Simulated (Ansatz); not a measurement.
One change: `[NH2][Sc]([Cl])[Cl]` becomes `C[O][Sc]([Cl])[Cl]`.

Ansatz, PBE0-D4/def2-TZVP geometries, multiplicity 1. Each molecule was computed in one conformer, which needn't be the lowest.

Scalar relativity is left out up to krypton.

```csv
property,`[NH2][Sc]([Cl])[Cl]`
LUMO energy (PBE/def2-TZVPP) / eV,-3.34
HOMO energy (B3LYP/def2-TZVPP) / eV,-7.85
HOMO energy (PBE/def2-TZVPP) / eV,-6.73
HOMO–LUMO gap (ωB97M-V/def2-TZVPP) / eV,9.75
size of the dipole moment (B3LYP/def2-TZVPP) / D,2.75
HOMO–LUMO gap (PBE/def2-TZVPP) / eV,3.39
```

(1) Give the same properties after the change, and the shifts. (An estimate is asked.)

## Answers

(1) The calculation gave: 
```json
{"property": "LUMO energy (PBE/def2-TZVPP) / eV", "`C[O][Sc]([Cl])[Cl]`": "-3.44", "shift": "-0.10"}
{"property": "HOMO energy (B3LYP/def2-TZVPP) / eV", "`C[O][Sc]([Cl])[Cl]`": "-8.31", "shift": "-0.46"}
{"property": "HOMO energy (PBE/def2-TZVPP) / eV", "`C[O][Sc]([Cl])[Cl]`": "-7.13", "shift": "-0.40"}
{"property": "HOMO–LUMO gap (ωB97M-V/def2-TZVPP) / eV", "`C[O][Sc]([Cl])[Cl]`": "10.02", "shift": "0.27"}
{"property": "size of the dipole moment (B3LYP/def2-TZVPP) / D", "`C[O][Sc]([Cl])[Cl]`": "3.39", "shift": "0.64"}
{"property": "HOMO–LUMO gap (PBE/def2-TZVPP) / eV", "`C[O][Sc]([Cl])[Cl]`": "3.69", "shift": "0.30"}
```

With PBE0 the HOMO falls by 0.50 eV and the LUMO falls by 0.10 eV, so the gap widens by about 0.40 eV. PBE moves the HOMO by -0.40 eV and ωB97M-V by -0.38 eV. Dipoles are sizes alone; their direction can turn.

B3LYP here is the variant with VWN-RPA as its local correlation; programs differ in this.
